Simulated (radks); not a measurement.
The terbium ion Tb2+, 63 electrons, occupied as [Xe] 4f8 5d1 (not the ground configuration). Method: Dirac Kohn-Sham, PBE, spin-unpolarised, spherical densities, finite nucleus; open shells are shared between the two j in proportion to 2j + 1; Fermi nuclear charge, rms radius 5.06 fm; computed with a radial shooting solver on a logarithmic mesh with Libxc functionals. Some entries of the table are withheld. Estimate them.

orbital,occ.,eigenvalue (eV),<r^2> (bohr^2),<1/r> (bohr^-1)
1s1/2,2,-51815.90,0.0006317,73.09
2s1/2,2,-8602.640,0.009830,17.47
2p1/2,2,(1),0.007125,17.45
2p3/2,4,(2),0.008355,15.35
3s1/2,2,-1924.969,0.06539,6.377
3p1/2,2,(3),0.06080,6.292
3p3/2,4,(4),0.06781,5.759
3d3/2,4,(5),0.05395,5.639
3d5/2,6,(6),0.05590,5.507
4s1/2,2,-398.2063,0.3303,2.667
4p1/2,2,-325.5055,0.3468,2.560
4p3/2,4,-291.0778,0.3851,2.379
4d3/2,4,-171.2612,0.4395,2.161
4d5/2,6,-165.0186,0.4546,2.116
5s1/2,2,-65.0857,1.920,1.021
5p1/2,2,-45.0515,2.420,0.9026
5p3/2,4,-40.3611,2.742,0.8390
4f5/2,3.42857,(7),(8),(9)
4f7/2,4.57143,(10),(11),(12)
5d3/2,0.4,-15.3976,6.309,0.5548
5d5/2,0.6,-15.0226,6.584,0.5418

Answer. 
(1) 2p1/2 eigenvalue (eV): -8176.584
(2) 2p3/2 eigenvalue (eV): -7430.058
(3) 3p1/2 eigenvalue (eV): -1739.590
(4) 3p3/2 eigenvalue (eV): -1585.498
(5) 3d3/2 eigenvalue (eV): -1265.945
(6) 3d5/2 eigenvalue (eV): -1232.334
(7) 4f5/2 eigenvalue (eV): -23.3284
(8) 4f5/2 <r^2> (bohr^2): 0.9008
(9) 4f5/2 <1/r> (bohr^-1): 1.581
(10) 4f7/2 eigenvalue (eV): -22.4817
(11) 4f7/2 <r^2> (bohr^2): 0.9309
(12) 4f7/2 <1/r> (bohr^-1): 1.561
